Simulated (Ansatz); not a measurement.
Cartesian coordinates (Å):
```xyz
5

B     -1.3474     0.0295    -0.0732
C      0.0000     0.0026    -0.1965
B      1.3474    -0.0272    -0.3195
H     -2.5104     0.0501     0.0350
H      2.5105    -0.0550    -0.4241
```
Charge 0, spin multiplicity 1.

These are frozen-core CCSD(T)/cc-pVTZ // B3LYP-D3(BJ)/def2-TZVP run with Ansatz (a program for electronic structure) values and carry that method's errors.

The HF energy is -88.33562 Ha and the MP2 correlation energy is -0.33488 Ha.

Estimate the CCSD correlation energy, the (T) correction, the total energy and the T1 diagnostic.


CCSD correlation energy: -0.35076 Ha
(T) correction: -0.02223 Ha
CCSD(T) total energy: -88.70861 Ha
T1 diagnostic: 0.018
